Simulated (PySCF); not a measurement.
## Co²⁺ (cobalt, charge +2) across methods

[Ar] 3d6 4p1, one real determinant (an excited configuration). Calculation: PySCF 2.14, in aug-cc-pVTZ-DK (8s7p5d3f2g, 93 functions); the spin-free X2C one-electron Hamiltonian (Gaussian nucleus).

```json
{"method": "B3LYP", "E (hartree)": "-1391.905", "mean ε 3d α (eV)": "-38.820", "mean ε 3d β (eV)": "-34.755", "mean ε 4p α (eV)": "-18.804", "Σ⟨r²⟩ (bohr²)": "21.54", "⟨S²⟩": "8.751"}
{"method": "PBE", "E (hartree)": "-1391.621", "mean ε 3d α (eV)": "-36.377", "mean ε 3d β (eV)": "-32.465", "mean ε 4p α (eV)": "-18.224", "Σ⟨r²⟩ (bohr²)": "21.54", "⟨S²⟩": "8.751"}
{"method": "r2SCANh", "E (hartree)": "-1391.839", "mean ε 3d α (eV)": "-38.161", "mean ε 3d β (eV)": "-33.700", "mean ε 4p α (eV)": "-18.622", "Σ⟨r²⟩ (bohr²)": "21.47", "⟨S²⟩": "8.752"}
{"method": "LDA", "E (hartree)": "-1389.169", "mean ε 3d α (eV)": "-36.651", "mean ε 3d β (eV)": "-32.413", "mean ε 4p α (eV)": "-18.309", "Σ⟨r²⟩ (bohr²)": "21.48", "⟨S²⟩": "8.751"}
{"method": "LC-wPBE", "E (hartree)": "-1391.678", "mean ε 3d α (eV)": "-41.790", "mean ε 3d β (eV)": "-37.832", "mean ε 4p α (eV)": "-21.272", "Σ⟨r²⟩ (bohr²)": "21.50", "⟨S²⟩": "8.751"}
{"method": "UHF", "E (hartree)": "-1390.66381", "mean ε 3d α (eV)": "-47.834", "mean ε 3d β (eV)": "-41.786", "mean ε 4p α (eV)": "-20.608", "Σ⟨r²⟩ (bohr²)": "21.85", "⟨S²⟩": "8.753"}
{"method": "r2SCAN", "E (hartree)": "-1391.847", "mean ε 3d α (eV)": "-37.000", "mean ε 3d β (eV)": "-32.670", "mean ε 4p α (eV)": "-18.356", "Σ⟨r²⟩ (bohr²)": "21.46", "⟨S²⟩": "8.751"}
{"method": "HSE06", "E (hartree)": "-1391.671", "mean ε 3d α (eV)": "-38.981", "mean ε 3d β (eV)": "-34.656", "mean ε 4p α (eV)": "-18.558", "Σ⟨r²⟩ (bohr²)": "21.55", "⟨S²⟩": "8.751"}
{"method": "PBE0", "E (hartree)": "-1391.655", "mean ε 3d α (eV)": "-39.435", "mean ε 3d β (eV)": "-35.070", "mean ε 4p α (eV)": "-18.933", "Σ⟨r²⟩ (bohr²)": "21.55", "⟨S²⟩": "8.751"}
```

⟨L²⟩ = 8.01 against 12 for a pure F term, so this real determinant mixes terms.
